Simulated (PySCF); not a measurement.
**Spinor energies of Se²⁺ (selenium, charge +2)**

Start: [Ar] 3d10 4s1 4p3; 4s1/2 filled at m_j = +1/2; 4p3/2 filled at m_j = -1/2, +1/2, +3/2. Calculated with PySCF 2.14 in x2c-TZVPall-2c (6s7p4d1f, 54 functions): generalised Hartree-Fock with the X2C-1e Hamiltonian and a Gaussian nucleus; one run each with spin-orbit coupling (SO) switched off, then screened by Boettger's factors. This is a chosen level, not necessarily the ground level.

| spinor shell | electrons | ε, spin-free (eV) | ε, screened SO (eV) | weight of nominal j (screened SO) | rms radius, screened SO (bohr) |
| --- | --- | --- | --- | --- | --- |
| 1s1/2 | 2 | -12761.6 | -12761.2 | 1.000 | 0.0508 |
| 2s1/2 | 2 | -1720.2 | -1720.1 | 1.000 | 0.212 |
| 2p1/2 | 2 | -1510.9 | -1539.5 | 1.000 | 0.187 |
| 2p3/2 | 4 | -1510.9 | -1497.1 | 1.000 | 0.190 |
| 3s1/2 | 2 | -274.31 | -274.29 | 1.000 | 0.613 |
| 3p1/2 | 2 | -206.66 | -210.98 | 0.990 | 0.628 |
| 3p3/2 | 4 | -206.66 | -204.57 | 0.995 | 0.638 |
| 3d3/2 | 4 | -94.342 | -95.000 | 0.899 | 0.694 |
| 3d5/2 | 6 | -94.342 | -93.879 | 0.933 | 0.692 |
| 4s1/2 | 1 | -49.491 | -49.479 | 1.000 | 1.82 |
| 4p3/2 | 3 | -33.238 | -33.242 | 0.646 | 2.09 |

| quantity | spin-free | screened SO |
| --- | --- | --- |
| E (hartree) | -2426.69395 | -2426.80994 |
| M_J | 2 | 2 |
| ⟨J²⟩ | 6.002 | 6.002 |
| ⟨L²⟩ | 0.000 | 0.007 |
| ⟨S²⟩ | 6.002 | 5.995 |

Each row is a mean over spinors that exchange with the open shell spreads, by up to 1.554 eV (3s1/2).

Rows whose weight is well below 1 are mixtures of j = l ± 1/2: exchange outweighs spin-orbit coupling there, and the label is only the starting occupation.

Without spin-orbit coupling the j labels of p, d and f shells carry no meaning; the spin-free column gives the mean over the occupied spinors of each nl shell.
